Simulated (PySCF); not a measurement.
C2H8F2Si2, SMILES [SiH2](CC(F)F)[SiH3]. Atoms are numbered in the order given.

```xyz
14

F     -2.5102     1.3000    -0.4007
C     -1.2907     0.6962    -0.4317
F     -1.3514    -0.2934    -1.3735
C     -0.9453     0.1115     0.9158
Si     0.6104    -0.9943     0.9235
Si     2.3732     0.0550    -0.2276
H     -0.5566     1.4442    -0.7834
H     -1.8077    -0.4838     1.2601
H     -0.8081     0.9345     1.6357
H      0.3110    -2.3153     0.3028
H      1.0009    -1.2192     2.3470
H      2.6338     1.4019     0.3656
H      3.6223    -0.7569    -0.1451
H      2.0048     0.2389    -1.6626
```
Charge 0, spin multiplicity 1.

Geometry: B3LYP-D3(BJ)/def2-SVP. The structure was generated by enumeration, and PubChem lists no compound with its InChIKey, so it may never have been made. The values are those of a single conformer.

All values below come from HF/def2-TZVP (PySCF).

Computed frontier levels, gap, dipole moment and polarisability:
highest occupied level: -11.02 eV
lowest empty level: 2.93 eV
orbital gap: 13.96 eV
dipole moment: 2.14 D
quadrupole, principal values (traceless, Buckingham form, about the centre of nuclear charge): -7.60, 2.24, 5.36 D·Å
mean static polarisability: 76.1 bohr³ (11.27 Å³)
polarisability, principal values: 68.2, 74.9, 85.1 bohr³
